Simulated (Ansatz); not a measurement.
`ClC[SiH]1CC1` + `ClCCl` → `ClCC(Cl)Cl` + `C1C[SiH2]1`  (formal exchange of groups at a C–Si bond)

Program: Ansatz. Geometries: PBE0-D4/def2-TZVP. ΔE: electronic, gas phase. CCSD(T)/CBS is the MP2 limit (def2-TZVPP, def2-QZVPP) plus CCSD(T) − MP2 in def2-TZVPP, frozen cores. This one scheme is used for every species. DFT in def2-TZVPP. B3LYP here is the variant with VWN-RPA as its local correlation; programs differ in this. One conformer a species, not always the lowest.

| level | ΔE (kJ/mol) | difference from CCSD(T)/CBS |
| --- | --- | --- |
| revPBE-D4 | 18.5 | 1.1 |
| CAM-B3LYP-D4 | 19.8 | 2.4 |
| B2PLYP | 20.5 | 3.1 |
| revPBE | 26.5 | 9.1 |
| B3LYP | 24.4 | 7.0 |
| CCSD(T)/def2-SVP | -2.3 | -19.7 |
| HF/def2-TZVPP | 23.8 | 6.4 |
| HF/def2-QZVPP | 24.6 | 7.2 |
| MP2/def2-QZVPP | 14.6 | -2.8 |
| CCSD/CBS(def2) | 19.2 | 1.8 |
| CCSD(T)/CBS | 17.4 | 0 |

Largest T1 diagnostic among the species: 0.011.

Leaving LDA and LC-ωPBE aside and taking each functional with its dispersion term where it has one, the values, not all of them listed here, spread over 4.7 kJ/mol, from B97M-V to BHLYP-D4. LDA lies −11.7 kJ/mol from PBE without D4. In def2-TZVPP, CCSD(T) changes the Hartree–Fock value by −7.4 kJ/mol (the triples alone add −1.8 kJ/mol) and MP2 by −10.0 kJ/mol. At CCSD(T), def2-SVP lies −19.7 kJ/mol from the extrapolated value and def2-TZVPP −1.1 kJ/mol.

CCSD(T)/CBS has its own doubt, a few kJ/mol and more with outer-core shells, so smaller differences from it don't rank the levels.
